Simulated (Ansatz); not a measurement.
Stepwise reaction of `CC(C)[Si]C(C)C` with hydrogen fluoride, as a gas-phase model of exchange steps in deposition or etching. ΔE in kJ/mol.

Program: Ansatz. Geometries: PBE0-D4/def2-TZVP. ΔE: electronic, gas phase. CBS: MP2 limit from def2 TZ/QZ plus the TZ coupled-cluster correction, frozen cores. This one scheme is used for every species. Functionals use def2-TZVPP. B3LYP here is the variant with VWN-RPA as its local correlation; programs differ in this. One conformer a species, not always the lowest.

```csv
step,reaction,PBE-D4,B3LYP-D4,ωB97M-V,CCSD(T)/CBS
2,`CC(C)[Si]F` + H–F → `F[Si]F` + `CCC`,-204.1,-216.6,-218.0,-209.3
```

(1) Give the row of step 1, `CC(C)[Si]C(C)C` + H–F → `CC(C)[Si]F` + `CCC`. (Best estimate.)

(2) By hand: ΔE of the 2 steps together at CCSD(T)/CBS.

## Answers

(1) Computed: 
| step | reaction | PBE-D4 | B3LYP-D4 | ωB97M-V | CCSD(T)/CBS |
| --- | --- | --- | --- | --- | --- |
| 1 | `CC(C)[Si]C(C)C` + H–F → `CC(C)[Si]F` + `CCC` | -181.6 | -195.4 | -195.0 | -183.7 |

(2) (-183.7) + (-209.3) = -393.0 kJ/mol, or -196.5 kJ/mol a step.

In ΔE each step is lower than the one before. All are downhill at CCSD(T)/CBS. PBE-D4 differs from CCSD(T)/CBS by 2.1 to 5.2 kJ/mol a step. Isolated molecules leave out the surface, adducts and barriers. Largest T1 diagnostic: 0.015.
